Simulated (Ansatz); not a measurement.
# PbS: a line through the functionals

The species is PbS (2 atoms), meant as a singlet with charge 0. SMILES: `[S][Pb]`. Geometry: the measured bond length.

The HOMO–LUMO gap y, in eV, basis def2-TZVPP with a core potential; a is the functional's share of exact exchange. Programs: Ansatz 0.2.0.

| functional | program | a | y (eV) |
| --- | --- | --- | --- |
| PBE | Ansatz | 0 | 2.97 |
| r2SCAN | Ansatz | 0 | 3.30 |
| B3LYP | Ansatz | 0.2 | 4.14 |
| PBE0 | Ansatz | 0.25 | 4.56 |
| r2SCAN0 | Ansatz | 0.25 | ? |
| BHLYP | Ansatz | 0.5 | 6.04 |

Task: Fit y = c + s·a to the known rows and predict r2SCAN0.

Result: 
1. Means of the 5 rows: a = 0.1900, y = 4.202.
2. Σ(Δa)² = 0.172, Σ(Δa·Δy) = 0.9961, so the slope is 0.9961/0.172 = 5.7913.
3. Intercept: 4.202 − (5.7913) × 0.1900 = 3.102. The largest residual of the fit is 0.20.
4. r2SCAN0: 3.102 + (5.7913) × 0.25 = 4.55 eV.

The run gave 4.79 eV, so the prediction is off by -0.24 eV, about the scatter of the fit. Exact exchange lowers occupied levels and raises empty ones. The rows mix families of semi-local functionals, which the line can't see.
